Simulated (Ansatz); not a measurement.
`F[SiH2]CBr` + `N=CF` → `F/C=N/[SiH2]F` + `CBr` at 500 K and 1 bar (ligand exchange at the Si–C bond).

Calculated with Ansatz (gas phase, PBE0-D4/def2-TZVP geometries, no zero-point term in ΔE). CBS: MP2 limit from def2 TZ/QZ plus the TZ coupled-cluster correction, frozen cores. This one scheme is used for every species. For Br outer-core shells are correlated without core-valence functions, which leaves a few kJ/mol of doubt a bond. Scalar relativity is left out up to krypton. Each species was taken in one conformer, which may not be the lowest.

| species | CCSD(T)/CBS energy (Eh) | H − E (kJ/mol) | S (J/(mol·K)) |
| --- | --- | --- | --- |
| `F[SiH2]CBr` | -3002.71432 | 163.0 | 381.4 |
| `N=CF` | -193.72220 | 108.9 | 274.9 |
| `F/C=N/[SiH2]F` | -583.28846 | 154.7 | 378.2 |
| `CBr` | -2613.17401 | 118.3 | 270.7 |

H − E and S are ideal-gas, rigid-rotor, harmonic terms from PBE0-D4/def2-TZVP, for one conformer and one mirror image of each species. 1 Eh = 2625.50 kJ/mol, R = 8.31446 J/(mol·K).

**Question.** By hand: ΔE, ΔH, ΔS and ΔG.

**Answer.** ΔE = (-583.28846) + (-2613.17401) − (-3002.71432) − (-193.72220) = -0.02595 Eh = -68.1 kJ/mol. Δ(H − E) = 154.7 + 118.3 − 163.0 − 108.9 = 1.1, so ΔH = -67.0 kJ/mol. ΔS = 378.2 + 270.7 − 381.4 − 274.9 = -7.4 J/(mol·K). ΔG = -67.0 − 500 × (-7.4)/1000 = -63.3 kJ/mol.

**Question.** By hand: the equilibrium constant, and the temperature at which ΔG would vanish if ΔH and ΔS stayed fixed.

**Answer.** log₁₀ K = −ΔG/(RT ln 10) = 6.6. ΔG = 0 at ΔH/ΔS = 9054 K, far beyond where these terms or the molecules hold.

The number of gas molecules stays the same, so ΔS is small and ΔH decides. A doubt of 5 kJ/mol in ΔE shifts log₁₀ K by 0.5 here. Other conformers and mirror images would add mixing entropy, several J/(mol·K) or more a flexible species. These are equilibria of isolated gas molecules and say nothing of rates. Largest T1 diagnostic: 0.013 (customary marks: 0.02 for closed shells, 0.045 for open ones).
